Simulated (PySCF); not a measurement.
C5H8ClO (doublet state).
Z-matrix (Å and degrees, GFN2-xTB geometry), rows numbered from 1:
```
C 
C   1  1.2892
C   2  1.5215  1  125.24
Cl  3  1.7861  2  108.37  1   113.75
C   3  1.5225  2  111.19  1  -125.91
O   5  1.4043  3  108.62  2   170.32
C   6  1.4045  5  113.07  3   175.50
H   1  1.0643  2  139.59  3    -0.23
H   2  1.0834  1  121.67  3   179.04
H   3  1.0912  2  111.36  1    -3.08
H   5  1.1039  3  108.78  2    50.14
H   5  1.1010  3  110.15  2   -68.27
H   7  1.0969  6  111.21  5   -60.80
H   7  1.0876  6  106.41  5  -179.99
H   7  1.0972  6  111.24  5    60.66
```

The hyperfine couplings belong to this conformer and change with its torsions.

As a line formula: `[H]/[C]=C\[C@@H](Cl)COC` [radical].

Level of theory: PySCF 2.14.0, UKS B3LYP, pcH-1 on C Cl H O, non-relativistic, mean-field spin-orbit, GIAO. One conformer (not necessarily the lowest) at the GFN2-xTB geometry, without solvent, vibrations or thermal averaging. The geometry wasn't refined by DFT: couplings that depend on bond lengths, twists or pyramidal angles can differ widely from those at the functional's own minimum. The SCF solution wasn't tested for stability.

Question: Match the computed a_iso(13C) values +315.9, +99.7, -14.6, +1.0, -1.0 MHz with the sites C1; C2; C3; C5; C7.

Answer: 
```csv
site,a_iso (MHz),ρ(0) (bohr⁻³),position,distance from C1 (Å),spin population,largest |T| (MHz)
C1,+315.9,+0.2812,largest spin population,0.00,+1.05,143.2
C2,-14.6,-0.0129,1 bond from C1,1.29,-0.17,19.2
C3,+99.7,+0.0886,2 bonds from C1,2.50,+0.07,15.7
C5,-1.0,-0.0009,3 bonds from C1,3.58,0.00,1.4
C7,+1.0,+0.0009,5 bonds from C1,5.85,0.00,0.4
```

ρ(0) is the spin density at the nucleus and T the dipolar tensor; a_iso includes a spin–orbit part; entries for several nuclei are means. The largest Mulliken spin populations are on C1 (+1.05), C2 (-0.17) and C3 (+0.07). No atom but C1 exceeds +0.15.

Means are taken over nuclei equivalent by connectivity, which assumes that they swap fast.
